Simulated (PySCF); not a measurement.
A run for PySCF: R-HF/STO-3G on CH5NSi (SMILES C[Si]N), a point of a bond scan (R = 1.913 Å).

```python
from pyscf import gto, scf, dft, mp
from pyscf.data.elements import chemcore

mol = gto.M(
    atom='''
    Si   -0.27695795   -0.02987367    0.65336335
    C     0.58141634    1.33956110   -0.37080899
    H    -0.20303863    3.04743531   -0.01459250
    H     0.57862855    1.17210013   -1.45148118
    H     1.62575435    1.40795972   -0.04206701
    N    -0.21931976   -1.29505645   -0.50310454
    H     0.15769451   -1.23076375   -1.43932500
    H    -0.57108211   -2.21852540   -0.30037125
    ''',
    basis='sto-3g',
    charge=0, spin=0, verbose=3, max_memory=1800)
mf = scf.RHF(mol)
mf.conv_tol = 1e-8
mf.max_cycle = 100
mf.kernel()
if not mf.converged:
    mf = mf.newton().run(mf.mo_coeff, mf.mo_occ)
```

It printed:

```
converged SCF energy = -379.437561583308
```

The calculation finished and met its thresholds.

Cost: roughly 0.24 core-seconds.
